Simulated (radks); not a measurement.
As4+, configuration [Ar] 3d10 4f1 (not the ground configuration). Calculated with a radial shooting solver on a logarithmic mesh with Libxc functionals: scalar-relativistic Kohn-Sham, SCAN, spin-polarised, spherical densities, finite nucleus; open shells are filled with parallel spins first; meta-GGA in the generalised Kohn-Sham scheme; Fermi nuclear charge, rms radius 4.0968 fm.

Unscreened Slater integrals over Kohn-Sham orbitals (cm^-1). They are taken over the spin-up orbitals.

integral    value
F0(4f,4f)   56616
F2(4f,4f)   31108
F4(4f,4f)   20634
F6(4f,4f)   15217
F0(4f,3d)   71299
F2(4f,3d)  6191.3
F4(4f,3d)  1713.3
G1(4f,3d)  1746.8
G3(4f,3d)  989.28
G5(4f,3d)  674.58
F0(4f,3p)   71348
F2(4f,3p)  5269.9
G2(4f,3p)  674.98
G4(4f,3p)  433.18
F0(4f,3s)   71358
G3(4f,3s)  417.94
F0(3d,3d)  305490
F2(3d,3d)  144930
F4(3d,3d)   90895
F0(3d,3p)  312520
F2(3d,3p)  149750
G1(3d,3p)  182540
G3(3d,3p)  112470
F0(3d,3s)  316660
G2(3d,3s)  139300
F0(3p,3p)  322610
F2(3p,3p)  161840
F0(3p,3s)  326770
G1(3p,3s)  216410
F0(3s,3s)  331370

Derived for the open shells (J is the average intra-shell exchange parameter used in DFT+U). 4f: F4/F2 = 0.663, F6/F2 = 0.489, J = (286 F2 + 195 F4 + 250 F6)/6435 = 2599 cm^-1.
